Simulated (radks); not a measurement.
Values are calculated unless marked as measured or tabulated.
The bismuth ion Bi3+, configuration [Hg]. Level of theory: non-relativistic Kohn-Sham, LDA (Slater exchange, Perdew-Wang correlation), spin-polarised, spherical densities, point nucleus; relativity is left out, which matters for an element this heavy (a radial shooting solver on a logarithmic mesh with Libxc functionals).

Local quantities along the radius. ELF = 1/(1 + alpha^2) is the electron localisation function; alpha = (tau - tau_W)/tau_unif compares the Pauli kinetic energy density with that of the uniform gas (summed over spins); r v_xc is r times the local exchange-correlation potential of spin up (hartree bohr); -r V(r) is the screened charge that the Kohn-Sham potential of spin up presents (atomic units).

r (bohr)    ELF    alpha    r v_xc  -r V(r)
0.001277  0.999  0.02608  -0.08733    82.36
0.001716  0.999  0.02877   -0.1146    82.13
0.002308  0.999  0.03284   -0.1491    81.83
0.003103  0.998  0.03926   -0.1919    81.43
0.004171  0.998  0.04993   -0.2433    80.89
0.005608  0.995  0.06899   -0.3024    80.17
0.00754   0.989   0.1062   -0.3662    79.24
0.01022   0.965   0.1905   -0.4305    77.98
0.01374   0.869   0.3887   -0.4844    76.40
0.01847   0.587   0.8389   -0.5271    74.40
0.02483   0.343    1.385   -0.5756    71.89
0.03339   0.420    1.175   -0.6650    68.80
0.04489   0.662   0.7145   -0.7907    65.04
0.06036   0.687   0.6744   -0.8923    60.55
0.08115   0.446    1.114   -0.9442    55.35
0.1091    0.432    1.147    -1.040    49.47
0.1479    0.678   0.6894    -1.190    42.87
0.1988    0.511   0.9777    -1.208    36.12
0.2673    0.335    1.409    -1.238    29.27
0.3593    0.690   0.6705    -1.437    22.67
0.4831    0.630   0.7665    -1.412    16.98
0.6495    0.272    1.637    -1.226    12.47
0.8733    0.603   0.8114    -1.269    8.992
1.174     0.688   0.6740    -1.252    6.457
1.579     0.407    1.208    -1.061    4.918
2.139     0.288    1.572   -0.8545    4.108
2.876     0.453    1.098   -0.6604    3.709
3.867     0.568   0.8728   -0.4174    3.422
5.199     0.387    1.260   -0.1862    3.186

On this mesh the ELF has minima near r = 0.029, 0.094, 0.23, 0.65, 2.1 bohr, which separate the shells, and maxima near 0.052 (0.71), 0.15 (0.68), 0.41 (0.72), 1.0 (0.72), 3.9 (0.57).

Self-consistent cycle (total energy in hartree, residual of the potential): 1: -20070.22548, 1e+01; 2: -20084.64090, 6e+00; 3: -20088.60424, 9e-01; 4: -20088.61357, 6e-01; 5: -20088.64661, 1e-01; 6: -20088.64864, 2e-03; 7: -20088.64862, 1e-02; 8: -20088.64864, 3e-03; 9: -20088.64864, 6e-05; 10: -20088.64864, 2e-05; 11: -20088.64864, 2e-06; 12: -20088.64864, 2e-07; 13: -20088.64864, 1e-08.
